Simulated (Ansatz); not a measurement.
Gas-phase electronic energies from Ansatz, PBE0-D4/def2-TZVP geometries. CBS: MP2 limit from def2 TZ/QZ plus the TZ coupled-cluster correction, frozen cores. DFT in def2-TZVPP. For Ga outer-core shells are correlated without core-valence functions, which leaves a few kJ/mol of doubt a bond. Scalar relativity is left out up to krypton. Each species was taken in one conformer, which may not be the lowest.

Reaction (substitution at a C–C bond): `CC(C)(C)[NH][Ga]([Cl])[Cl]` + `CC(=N)N` → `CNC(C)=N` + `CC(C)[NH][Ga]([Cl])[Cl]`

CCSD(T)/CBS gives +0.30 eV.

**Question.** Another level gave +0.23 eV. Which?
A. PBE-D4/def2-TZVPP
B. MP2/def2-TZVPP
C. SCS-MP2/def2-TZVPP
D. HF/def2-TZVPP

**Answer.** A. PBE-D4 0.23, HF/def2-TZVPP 0.13, SCS-MP2/def2-TZVPP 0.29, MP2/def2-TZVPP 0.34 eV.

Largest T1 diagnostic among the species: 0.012.

In def2-TZVPP, CCSD(T) changes the Hartree–Fock value by +0.18 eV (the triples alone add +0.02 eV) and MP2 by +0.22 eV. The D4 term adds +0.09 eV with B3LYP and +0.05 eV with PBE0; it sums over pairs of atoms, weighted by their polarisabilities, and B3LYP, whose exchange is more repulsive, gets the larger term.

B3LYP here is the variant with VWN-RPA as its local correlation; programs differ in this.

CCSD(T)/CBS has its own doubt, a few kJ/mol and more with outer-core shells, so smaller differences from it don't rank the levels.
